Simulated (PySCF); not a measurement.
CH3BrMg, singlet, geometry from GFN2-xTB (such geometries of metal compounds can be far from the true shape); DF-CAMB3LYP/def2-QZVPP (PySCF).

The PySCF input:
```python
from pyscf import gto, scf, dft

mol = gto.M(
    atom='''
Mg   -0.025566   -0.377196    1.181885
Br    0.472144    0.367787   -1.017122
C    -1.692125   -0.897765    2.319775
H    -2.180997   -1.744601    1.840569
H    -2.383673   -0.056496    2.303027
H    -1.500807   -1.158520    3.354421
''',
    basis='def2-qzvpp',
    charge=0,
    spin=0,
    verbose=4,
    max_memory=1800,
)

mf = dft.RKS(mol)
mf.xc = 'camb3lyp'
mf = mf.density_fit(auxbasis='def2-universal-jkfit')
mf.kernel()
```

**Question.** What does PySCF print? Leave out banner, timings and long lists.

**Answer.** 
```
PySCF version 2.14.0

[INPUT] verbose = 4
[INPUT] num. atoms = 6
[INPUT] num. electrons = 56
[INPUT] charge = 0
[INPUT] spin (= nelec alpha-beta = 2S) = 0
[INPUT] symmetry False subgroup None
[INPUT] Mole.unit = angstrom
[INPUT] Symbol           X                Y                Z      unit          X                Y                Z       unit  Magmom
[INPUT]  1 Mg    -0.025566000000  -0.377196000000   1.181885000000 AA   -0.048312738101  -0.712797135281   2.233438960732 Bohr   0.0
[INPUT]  2 Br     0.472144000000   0.367787000000  -1.017122000000 AA    0.892222851357   0.695016702175  -1.922082015270 Bohr   0.0
[INPUT]  3 C     -1.692125000000  -0.897765000000   2.319775000000 AA   -3.197652818530  -1.696529974220   4.383739420613 Bohr   0.0
[INPUT]  4 H     -2.180997000000  -1.744601000000   1.840569000000 AA   -4.121487008498  -3.296818086642   3.478171323365 Bohr   0.0
[INPUT]  5 H     -2.383673000000  -0.056496000000   2.303027000000 AA   -4.504489140520  -0.106761967133   4.352090287479 Bohr   0.0
[INPUT]  6 H     -1.500807000000  -1.158520000000   3.354421000000 AA   -2.836114195830  -2.189285509831   6.338936996490 Bohr   0.0

nuclear repulsion = 167.374395148246
number of shells = 95
number of NR pGTOs = 442
number of NR cGTOs = 299
basis = def2-qzvpp
ecp = {}

******** <class 'pyscf.df.df_jk.DFRKS'> ********
method = DFRKS
initial guess = minao
damping factor = 0
level_shift factor = 0
DIIS = <class 'pyscf.scf.diis.CDIIS'>
diis_start_cycle = 1
diis_space = 8
diis_damp = 0
SCF conv_tol = 1e-09
SCF conv_tol_grad = None
SCF max_cycles = 50
direct_scf = False
XC library pyscf.dft.libxc version 7.1.2
    S. Lehtola, C. Steigemann, M. J. T. Oliveira, and M. A. L. Marques,  SoftwareX 7, 1–5 (2018)
XC functionals = camb3lyp
    T. Yanai, D. P. Tew, and N. C. Handy,  Chem. Phys. Lett. 393, 51 (2004)
radial grids:
    Treutler-Ahlrichs [JCP 102, 346 (1995); DOI:10.1063/1.469408] (M4) radial grids

becke partition: Becke, JCP 88, 2547 (1988); DOI:10.1063/1.454033
pruning grids: <function nwchem_prune>
grids dens level: 3
symmetrized grids: False
atomic radii adjust function: <function treutler_atomic_radii_adjust>
small_rho_cutoff = 0
Set gradient conv threshold to 3.16228e-05
Initial guess from minao.
tot grids = 82552
******** <class 'pyscf.df.df.DF'> ********
auxbasis = def2-universal-jkfit
Create RSH-DF object <pyscf.df.df.DF object> for omega=0.33
******** <class 'pyscf.df.df.DF'> ********
auxbasis = auxmol.basis = def2-universal-jkfit
init E= -2810.79610593609
  HOMO = -0.320546692949396  LUMO = -0.0926910347129198  gap/eV = 6.20027
cycle= 1 E= -2814.33832670333  delta_E= -3.54  |g|= 1.25  |ddm|= 1.82
  HOMO = -0.277697682577989  LUMO = -0.0494953318340398  gap/eV = 6.20970
cycle= 2 E= -2814.35589343467  delta_E= -0.0176  |g|= 0.574  |ddm|= 0.587
  HOMO = -0.330751257629907  LUMO = -0.0465437843745197  gap/eV = 7.73368
cycle= 3 E= -2814.38604316119  delta_E= -0.0301  |g|= 0.213  |ddm|= 0.316
  HOMO = -0.315514880926808  LUMO = -0.0429141629713341  gap/eV = 7.41784
cycle= 4 E= -2814.39400030281  delta_E= -0.00796  |g|= 0.0401  |ddm|= 0.113
  HOMO = -0.32183487515965  LUMO = -0.0442499075021532  gap/eV = 7.55347
cycle= 5 E= -2814.39438324095  delta_E= -0.000383  |g|= 0.00548  |ddm|= 0.025
  HOMO = -0.321058954579149  LUMO = -0.0438932590817033  gap/eV = 7.54206
cycle= 6 E= -2814.39439237918  delta_E= -9.14e-06  |g|= 0.00161  |ddm|= 0.00563
  HOMO = -0.321097650094314  LUMO = -0.0438980459756158  gap/eV = 7.54299
cycle= 7 E= -2814.39439354338  delta_E= -1.16e-06  |g|= 0.00024  |ddm|= 0.00304
  HOMO = -0.321122860006316  LUMO = -0.0439120928288702  gap/eV = 7.54329
cycle= 8 E= -2814.39439358369  delta_E= -4.03e-08  |g|= 0.000119  |ddm|= 0.000527
  HOMO = -0.321126065658401  LUMO = -0.0439116948876572  gap/eV = 7.54339
cycle= 9 E= -2814.39439358717  delta_E= -3.48e-09  |g|= 4.09e-05  |ddm|= 0.000137
  HOMO = -0.321121815811548  LUMO = -0.0439129870083617  gap/eV = 7.54324
cycle= 10 E= -2814.3943935878  delta_E= -6.27e-10  |g|= 8.15e-06  |ddm|= 5.77e-05
  HOMO = -0.321122186867456  LUMO = -0.0439125672571259  gap/eV = 7.54326
Extra cycle  E= -2814.39439358784  delta_E= -3.55e-11  |g|= 6.39e-06  |ddm|= 1.53e-05
converged SCF energy = -2814.39439358784
```
